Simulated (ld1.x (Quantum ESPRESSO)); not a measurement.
# An all-electron radial function and its pseudo partner (oxygen (O))

Columns: radius, all-electron u(r) and pseudo u(r) of the 2p shell (level -43.24 eV) of oxygen in the configuration [He] 2s2 2p2; PBE, scalar-relativistic, PAW scheme, ld1.x (Quantum ESPRESSO) 7.5.

```tsv
r (bohr)	all-electron	pseudo
0.072	0.0721	0.0141
0.145	0.2236	0.0561
0.217	0.3902	0.1219
0.290	0.5475	0.2085
0.362	0.6790	0.3075
0.435	0.7848	0.4146
0.507	0.8629	0.5201
0.580	0.9171	0.6201
0.652	0.9485	0.7062
0.725	0.9609	0.7763
0.798	0.9572	0.8264
0.870	0.9410	0.8553
0.942	0.9151	0.8643
1.015	0.8814	0.8554
1.088	0.8424	0.8316
1.160	0.8003	0.7973
1.232	0.7562	0.7561
1.305	0.7104	0.7108
1.378	0.6646	0.6647
1.450	0.6200	0.6200
1.522	0.5766	0.5766
1.595	0.5342	0.5342
1.668	0.4936	0.4936
1.740	0.4556	0.4556
1.812	0.4197	0.4197
1.885	0.3854	0.3854
```

Task: How many radial nodes do the two functions have?

Result: The all-electron 2p function has n − l − 1 = 0; the pseudo-wave has 0.

Task: At about which radius was the pseudo-wave matched?

Result: 1.45 bohr. The columns agree to 0.0005 from 1.23 bohr on; several derivatives are matched, so the curves merge somewhat inside the radius.

Task: Where does each function peak?

Result: Outermost all-electron maximum near 0.72 bohr, pseudo maximum near 0.94 bohr (to the table’s step).

Task: Is the pseudo-wave norm-conserving?

Result: No, it belongs to a PAW set: the norm inside the radius is not constrained, and the difference is carried by the augmentation charge.
